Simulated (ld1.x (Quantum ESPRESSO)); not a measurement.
## Reading a pseudo-wave (Cu)

Columns: radius, all-electron u(r) and pseudo u(r) of the 3s shell (level -110.95 eV) of copper in the configuration [Ne] 3s2 3p6 3d10 4s1 4p0; PBE, non-relativistic, RRKJ scheme, ld1.x (Quantum ESPRESSO) 7.5.

```csv
r (bohr),all-electron,pseudo
0.065,0.0557,0.0920
0.130,-0.6126,0.1930
0.195,-0.6403,0.3127
0.260,-0.2504,0.4600
0.325,0.2529,0.6390
0.390,0.6983,0.8425
0.455,1.0215,1.0448
0.520,1.2167,1.2074
0.585,1.3033,1.2971
0.650,1.3090,1.3080
0.715,1.2593,1.2592
0.780,1.1755,1.1755
0.845,1.0736,1.0736
0.910,0.9644,0.9644
0.975,0.8555,0.8555
1.040,0.7514,0.7514
1.105,0.6548,0.6548
1.170,0.5670,0.5670
1.235,0.4885,0.4885
1.300,0.4190,0.4190
1.365,0.3581,0.3581
1.430,0.3051,0.3051
1.495,0.2594,0.2594
1.560,0.2200,0.2200
1.625,0.1862,0.1862
1.690,0.1574,0.1574
```

Q: How many radial nodes do the two functions have?

A: The all-electron 3s function has n − l − 1 = 2; the pseudo-wave has 0, since the states of the same l below it are removed with the core.

Q: At about which radius was the pseudo-wave matched?

A: 0.75 bohr, where the columns begin to agree (steps of 0.07 bohr).

Q: Where does each function peak?

A: Outermost all-electron maximum near 0.65 bohr, pseudo maximum near 0.65 bohr (to the table’s step).

Q: Is the pseudo-wave norm-conserving?

A: Yes: the RRKJ scheme keeps the norm inside the radius equal to the all-electron one, which fixes the energy derivative of the logarithmic derivative at the level.
